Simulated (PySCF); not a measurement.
## How methods differ on the interval between two levels of N(3+)

N(3+) [He] 2s2 → N(3+) [He] 2p2 [3P2, M_J = 2], as a difference of total energies. Calculation: PySCF 2.14, in x2c-TZVPall-2c; the two-component X2C-1e Hamiltonian. Correlated levels: 1s2 frozen. "Screened" scales the spin-orbit matrix elements by Boettger's factors to mimic the two-electron term; Breit and QED terms are absent.

| method | interval between two levels (cm⁻¹) |
| --- | --- |
| GHF (spin-free) | 159900 |
| GMP2 (spin-free) | 169200 |
| GHF (screened spin-orbit) | 159980 |
| GMP2 (screened spin-orbit) | 169280 |

The labels give the starting determinants; with spin-orbit coupling the two ends relaxed to ⟨J²⟩ = 0.00, ⟨L²⟩ = 0.00, ⟨S²⟩ = 0.00 and ⟨J²⟩ = 6.00, ⟨L²⟩ = 2.00, ⟨S²⟩ = 2.00.
